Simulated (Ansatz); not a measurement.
Compare A (`[CH3][GeH]([F])[SeH]`) with its isomer B (`C[Se][GeH2][F]`).

Isolated molecules relaxed with PBE0-D4/def2-TZVP in Ansatz; ΔE leaves out vibrations. CBS: MP2 limit from def2 TZ/QZ plus the TZ coupled-cluster correction, frozen cores. Functionals use def2-TZVPP. For Ge, Se outer-core shells are correlated without core-valence functions, which leaves a few kJ/mol of doubt a bond. Scalar relativity is left out up to krypton. Each species was taken in one conformer, which may not be the lowest.

A:

Z-matrix (Å, degrees):
```
C
Ge 1 1.935
H 1 1.090 2 110.1
H 1 1.090 2 109.5 3 120.1
H 1 1.091 2 109.4 3 -120.4
F 2 1.746 1 105.5 3 178.7
Se 2 2.341 1 113.1 3 -62.4
H 2 1.535 1 116.4 3 62.2
H 7 1.469 2 92.4 1 -37.2
```

B:

Z-matrix (Å, degrees):
```
C
Se 1 1.958
H 1 1.089 2 106.1
H 1 1.088 2 110.4 3 -118.6
H 1 1.087 2 110.1 3 118.7
Ge 2 2.320 1 96.8 3 175.9
F 6 1.746 2 109.5 1 71.0
H 6 1.532 2 109.6 1 -172.4
H 6 1.536 2 111.6 1 -43.7
```

Problem. Which isomer does CCSD(T)/CBS put lower? Give the gap. (Estimate.)

Solution. Computed: A, by 50.2 kJ/mol.

Problem. Give E(B) − E(A) in kJ/mol with BLYP-D4, B2PLYP, HF/def2-TZVPP, CCSD(T)/def2-SVP, PBE-D4, ωB97M-V, r2SCAN-D4. (An estimate is asked.)

Solution. Ansatz gave: BLYP-D4 43.2, B2PLYP 47.9, HF/def2-TZVPP 47.8, CCSD(T)/def2-SVP 51.1, PBE-D4 45.4, ωB97M-V 49.6, r2SCAN-D4 49.6. None reverses the order clearly.

Problem. Does the order hold for the free energy at 298.15 K (harmonic terms from PBE0-D4)? (An estimate is asked.)

Solution. Ansatz gave: Yes: G(B) − G(A) = +52.1 kJ/mol, for one conformer each. Modes under 60 cm⁻¹, often nearly free rotors, make the harmonic entropy too high.

Largest T1 diagnostic: 0.011.

Leaving LDA and LC-ωPBE aside and taking each functional with its dispersion term where it has one, the values, not all of them listed here, spread over 7.8 kJ/mol, from revPBE-D4 to r2SCAN0-D4. LDA lies +4.1 kJ/mol from PBE without D4. From BLYP to BHLYP (50 % exact exchange), in def2-TZVPP and without D4, E(B) − E(A) moves by +4.4 kJ/mol.
